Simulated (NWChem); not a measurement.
System: InH₃; SMILES [InH3]

```xyz
4

In     0.0000     0.0000     0.0000
H      1.2340     1.2340     0.0000
H      0.4517    -1.6856     0.0000
H     -1.6856     0.4517     0.0000
```
Atoms are numbered in this order, from 1.

Program: NWChem. The geometry was optimised at PBE-D3(BJ)/def2-SVP. def2 effective core potentials on In; no spin-orbit coupling. Vertical excitations in the gas phase; the lowest state need not have the same character in each row.

For level BHandHLYP/def2-SVPD, TDA:

| Item | Result |
|---|---|
| lowest excitation, singlet (eV) | 5.11 |
| lowest state with f > 0.02, singlet (eV) | 7.69 |
| oscillator strength of that bright state | 0.291 |
| lowest triplet (eV) | 4.65 |
| orbital gap (eV) | 8.00 |

Q: Estimate the same quantities for level PBE/def2-SVPD, TDA.

A: lowest excitation, singlet (eV): 4.48
lowest state with f > 0.02, singlet (eV): 6.81
oscillator strength of that bright state: 0.182
lowest triplet (eV): 4.08
orbital gap (eV): 4.32
